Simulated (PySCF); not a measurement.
C₅H₁₁N₂ (SMILES CC([NH])=NC(C)C), doublet, at a GFN2-xTB geometry, with bond 9-1 at 2.0 times its length; M062X/STO-3G in PySCF.

Here is a job for PySCF.
```python
from pyscf import gto, scf, dft

mol = gto.Mole()
mol.atom = '''
    C     2.418918    0.902792    0.446174
    C     1.310166   -0.033117    0.079044
    N     1.613082   -1.195528   -0.402530
    N     0.087446    0.434022    0.109734
    C    -1.134118   -0.277608    0.115966
    C    -2.118247    0.533190    0.973624
    C    -1.688388   -0.419686   -1.308807
    H     2.503195    0.949251    1.530591
    H     4.288634    0.175614   -0.382317
    H     2.201577    1.900456    0.076041
    H     0.856223   -1.847559   -0.568219
    H    -1.024478   -1.279701    0.570838
    H    -2.228487    1.530755    0.557790
    H    -1.745501    0.618390    1.991065
    H    -3.086249    0.039823    0.988882
    H    -2.653098   -0.920481   -1.282937
    H    -1.807697    0.563449   -1.756318
    H    -1.002942   -0.996474   -1.926096
'''
mol.basis = 'sto-3g'
mol.charge = 0
mol.spin = 1
mol.verbose = 4
mol.build()

mf = dft.UKS(mol)
mf.xc = 'm062x'
mf.damp = 0.5
mf.diis_start_cycle = 5
mf.kernel()
```

Task: What does PySCF print? Leave out banner, timings and long lists.

Result: 
```
PySCF version 2.14.0

[INPUT] verbose = 4
[INPUT] num. atoms = 18
[INPUT] num. electrons = 55
[INPUT] charge = 0
[INPUT] spin (= nelec alpha-beta = 2S) = 1
[INPUT] symmetry False subgroup None
[INPUT] Mole.unit = angstrom
[INPUT] Symbol           X                Y                Z      unit          X                Y                Z       unit  Magmom
[...]
nuclear repulsion = 303.872257836555
number of shells = 32
number of NR pGTOs = 138
number of NR cGTOs = 46
basis = sto-3g
ecp = {}

******** <class 'pyscf.dft.uks.UKS'> ********
method = UKS
initial guess = minao
damping factor = 0.5
level_shift factor = 0
DIIS = <class 'pyscf.scf.diis.CDIIS'>
diis_start_cycle = 5
diis_space = 8
diis_damp = 0
SCF conv_tol = 1e-09
SCF conv_tol_grad = None
SCF max_cycles = 50
direct_scf = True
direct_scf_tol = 1e-13
number electrons alpha = 28  beta = 27
XC library pyscf.dft.libxc version 7.1.2
    S. Lehtola, C. Steigemann, M. J. T. Oliveira, and M. A. L. Marques,  SoftwareX 7, 1–5 (2018)
XC functionals = m062x
    Y. Zhao and D. G. Truhlar,  Theor. Chem. Acc. 120, 215 (2008)
    Y. Zhao and D. G. Truhlar,  Theor. Chem. Acc. 120, 215 (2008)
radial grids:
    Treutler-Ahlrichs [JCP 102, 346 (1995); DOI:10.1063/1.469408] (M4) radial grids

becke partition: Becke, JCP 88, 2547 (1988); DOI:10.1063/1.454033
pruning grids: <function nwchem_prune>
grids dens level: 3
symmetrized grids: False
atomic radii adjust function: <function treutler_atomic_radii_adjust>
small_rho_cutoff = 0
Set gradient conv threshold to 3.16228e-05
tot grids = 206288
init E= -303.612827530679

cycle= 1 E= -302.397712932632  delta_E= 1.22  |g|= 0.344  |ddm|= 3.75
cycle= 2 E= -302.488180563788  delta_E= -0.0905  |g|= 0.109  |ddm|= 0.566
cycle= 3 E= -302.497093335415  delta_E= -0.00891  |g|= 0.0555  |ddm|= 0.171
cycle= 4 E= -302.500046638556  delta_E= -0.00295  |g|= 0.033  |ddm|= 0.0877
cycle= 5 E= -302.501587629299  delta_E= -0.00154  |g|= 0.023  |ddm|= 0.0935
cycle= 6 E= -302.501359844811  delta_E= 0.000228  |g|= 0.0362  |ddm|= 0.0872
cycle= 7 E= -302.502363296716  delta_E= -0.001  |g|= 0.00691  |ddm|= 0.0525
cycle= 8 E= -302.502563755213  delta_E= -0.0002  |g|= 0.00723  |ddm|= 0.0326
cycle= 9 E= -302.502778718903  delta_E= -0.000215  |g|= 0.00593  |ddm|= 0.0291
cycle= 10 E= -302.502537168092  delta_E= 0.000242  |g|= 0.00454  |ddm|= 0.0367
cycle= 11 E= -302.50244793489  delta_E= 8.92e-05  |g|= 0.00286  |ddm|= 0.0425
cycle= 12 E= -302.502503870132  delta_E= -5.59e-05  |g|= 0.002  |ddm|= 0.0271
cycle= 13 E= -302.502578524818  delta_E= -7.47e-05  |g|= 0.000915  |ddm|= 0.0493
cycle= 14 E= -302.502588714811  delta_E= -1.02e-05  |g|= 0.000508  |ddm|= 0.0167
cycle= 15 E= -302.502591062184  delta_E= -2.35e-06  |g|= 0.000199  |ddm|= 0.00937
cycle= 16 E= -302.502591275033  delta_E= -2.13e-07  |g|= 0.000196  |ddm|= 0.00198
cycle= 17 E= -302.502591361902  delta_E= -8.69e-08  |g|= 8e-05  |ddm|= 0.0017
cycle= 18 E= -302.5025913736  delta_E= -1.17e-08  |g|= 5.09e-05  |ddm|= 0.000538
cycle= 19 E= -302.50259138059  delta_E= -6.99e-09  |g|= 1.43e-05  |ddm|= 0.000338
cycle= 20 E= -302.502591381634  delta_E= -1.04e-09  |g|= 8.4e-06  |ddm|= 9.83e-05
cycle= 21 E= -302.502591382025  delta_E= -3.91e-10  |g|= 9.41e-06  |ddm|= 3.66e-05
Extra cycle  E= -302.502591382681  delta_E= -6.56e-10  |g|= 1.2e-05  |ddm|= 4.89e-05
converged SCF energy = -302.502591382681  <S^2> = 0.79040124  2S+1 = 2.0400012
```
